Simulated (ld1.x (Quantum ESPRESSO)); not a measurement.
## iodine (I): from the effect back to the setting (TM)

Base potential:

I (Z = 53), norm-conserving Troullier–Martins (Kleinman–Bylander form), made with ld1.x (Quantum ESPRESSO) 7.5 (LDA (PZ), fully relativistic). Core [Kr], reference 4d10 5s1.75 5p5.25. Waves: 5s (bound): rc 1.50 bohr; 5p (bound): rc 1.75 bohr; 4d (bound): rc 1.50 bohr. Local part: all-electron potential smoothed inside 1.60 bohr (lloc = -1). Core correction: a·sin(br)/r model core, default radius (core density twice the valence density).

Open shells are filled in proportion to 2j + 1 (rel_dist='average').

Cutoffs, loose and tight: the cutoffs (Ry, on a coarse ladder) from which the occupation-weighted sum of valence levels, in a spherical-Bessel basis at the reference potential, stays within 10 and 1 mRy of its value at 400 Ry. They do not see the model core or the augmentation charge, which bear on the density cutoff. Test errors are all-electron minus pseudo excitation energies from the reference, over the configurations 4d10 5s2 5p5; 4d10 5s2 5p4; 4d10 5s2 5p3; 4d10 5s2 5p4.5; 4d10 5s2 5p1; 4d9 5s2 5p6; 4d10 5s1 5p5; variants that change the core or the reference have their own tests.

Only the d radius is moved:

```json
{"d radius (bohr)": "0.98", "cutoff, loose": "140 Ry", "cutoff, tight": "200 Ry", "bound ghosts": "s", "largest test error (meV)": "-239"}
{"d radius (bohr)": "1.28", "cutoff, loose": "110 Ry", "cutoff, tight": "180 Ry", "bound ghosts": "s", "largest test error (meV)": "-229"}
{"d radius (bohr)": "1.48", "cutoff, loose": "100 Ry", "cutoff, tight": "180 Ry", "bound ghosts": "s", "largest test error (meV)": "-204"}
{"d radius (bohr)": "1.72", "cutoff, loose": "90 Ry", "cutoff, tight": "160 Ry", "bound ghosts": "s", "largest test error (meV)": "-111"}
{"d radius (bohr)": "2.14", "cutoff, loose": "70 Ry", "cutoff, tight": "120 Ry", "bound ghosts": "s", "largest test error (meV)": "+130"}
```

Q: One more run gave cutoff, loose: 80 Ry; cutoff, tight: 140 Ry; bound ghosts: s; largest test error (meV): +68. Which value of the d radius was used?

A: 1.92 bohr. The loose cutoff moves one way along this sweep, from 140 Ry at 0.98 to 70 Ry at 2.14 bohr, which places the run between 1.72 and 2.14 bohr.
